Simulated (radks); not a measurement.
Question: The ytterbium ion Yb3+, configuration [Xe] 4f12 6p1 (not the ground configuration). Calculated with a radial shooting solver on a logarithmic mesh with Libxc functionals: scalar-relativistic Kohn-Sham, r2SCAN, spin-unpolarised, spherical densities, finite nucleus; meta-GGA in the generalised Kohn-Sham scheme; Fermi nuclear charge, rms radius 5.3108 fm. Some entries of the table are withheld. Estimate them.

orbital,occ.,eigenvalue (hartree),<1/r> (bohr^-1),<r^2> (bohr^2)
1s,2,-2254.903,80.62,0.0005301
2s,2,-384.3809,18.81,(1)
2p,6,-338.8698,(2),(3)
3s,2,-88.37639,6.961,0.05357
3p,6,-74.58986,6.473,0.05413
3d,10,-57.78170,6.121,0.04513
4s,2,-18.98767,2.936,0.2678
4p,6,-14.43067,2.683,0.3036
4d,10,-8.40177,2.378,0.3593
5s,2,-3.54526,1.138,1.525
5p,6,-2.42487,0.9709,2.034
4f,12,-1.78020,(4),0.6195
6p,1,-0.75448,0.3702,12.69

Answer: 
(1) 2s <r^2> (bohr^2): 0.008210
(2) 2p <1/r> (bohr^-1): 17.26
(3) 2p <r^2> (bohr^2): 0.006717
(4) 4f <1/r> (bohr^-1): 1.843
